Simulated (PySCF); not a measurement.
Species: C6H9F3N (charge +1).
SMILES with atom numbers: `[CH2:1]=[CH:2][CH2:3][N+:4](=[CH2:5])[CH2:6][C:7]([F:8])([F:9])[F:10]` (hydrogens: H11, H12 on C1; H13 on C2; H14, H15 on C3; H16, H17 on C5; H18, H19 on C6)

A GFN2-xTB structure was refined with PBE0-D3(BJ)/def2-SVP geometry optimisation, gas phase in PySCF 2.14.0. Its GFN2-xTB values:

| coordinate | GFN2-xTB |
| --- | --- |
| C1=C2 | 1.319 Å |
| C1–H11 | 1.078 Å |
| C1–H12 | 1.076 Å |
| C2–C3 | 1.513 Å |
| C2–H13 | 1.081 Å |
| C3–N4 | 1.450 Å |
| C3–H14 | 1.094 Å |
| N4=C5 | 1.270 Å |
| N4–C6 | 1.448 Å |
| C5–H16 | 1.083 Å |
| C5–H17 | 1.082 Å |
| C6–C7 | 1.550 Å |
| C6–H18 | 1.094 Å |
| C7–F8 | 1.318 Å |
| C7–F9 | 1.333 Å |
| C1–C2–C3 | 123.4° |
| C2–C3–N4 | 110.1° |
| C3–N4–C5 | 123.3° |
| C3–N4–C6 | 115.3° |
| N4–C6–C7 | 109.7° |
| C6–C7–F8 | 110.7° |
| F8–C7–F9 | 108.9° |
| F9–C7–F10 | 107.4° |
| C1–C2–C3–N4 | -121° |
| C2–C3–N4–C5 | -112° |
| C3–N4–C6–C7 | 94° |
| N4–C6–C7–F8 | 177° |

Problem. How do these coordinates change at the PBE0-D3(BJ)/def2-SVP level?

Solution. 
```
 coordinate  PBE0-D3(BJ)/def2-SVP (Å or °)  change
      C3–N4                          1.488  +0.038
      C6–C7                          1.527  -0.023
      C2–C3                          1.496  -0.017
     C1–H11                          1.095  +0.017
     C1–H12                          1.093  +0.017
      N4–C6                          1.464  +0.016
     C2–H13                          1.096  +0.015
      C1=C2                          1.334  +0.015
     C5–H17                          1.095  +0.013
     C5–H16                          1.095  +0.012
      N4=C5                          1.277  +0.007
     C3–H14                          1.100  +0.006
     C6–H18                          1.098  +0.004
      C7–F8                          1.315  -0.003
      C7–F9                          1.330  -0.003
   C6–C7–F8                          109.1    -1.6
   C3–N4–C6                          116.6    +1.3
   C2–C3–N4                          111.1    +1.0
   C3–N4–C5                          122.4    -0.9
   N4–C6–C7                          110.5    +0.8
   F8–C7–F9                          109.5    +0.6
  F9–C7–F10                          108.0    +0.6
   C1–C2–C3                          122.9    -0.5
C2–C3–N4–C5                           -116      -4
N4–C6–C7–F8                            180      +3
C1–C2–C3–N4                           -119      +2
C3–N4–C6–C7                             93      -1
```

The energy falls by 2.2 kcal/mol over 8 energy and gradient evaluations, the largest force component goes from 0.0255 to 3.7e-04 Eh/bohr, and the atoms move by 0.061 Å rms after alignment. The bond that changes most is C3–N4 (sp3 carbon bound to nitrogen to iminium nitrogen), which lengthens by 0.038 Å. Bonds longer at the end by more than 0.005 Å: 11 of 18; shorter: 2. Rotational constants go from 2079, 877.6, 725.1 to 2042, 883.2, 723.9 MHz.

The run used 185 basis functions and 55 SCF cycles in all. Hardware: an x86-64 server with one thread, no GPU, on a shared host. Cost: 87 s of wall time.

Whether it is a minimum is left open (no frequencies).

Shape of the structure used: `[CH2:1]=[CH:2][CH2:3][N+:4](=[CH2:5])[CH2:6][C:7]([F:8])([F:9])[F:10]`: C1–C2–C3–N4 -119°, C2–C3–N4–C5 -116°, C3–N4–C6–C7 93°, N4–C6–C7–F8 180°.

One conformer stands for the species.
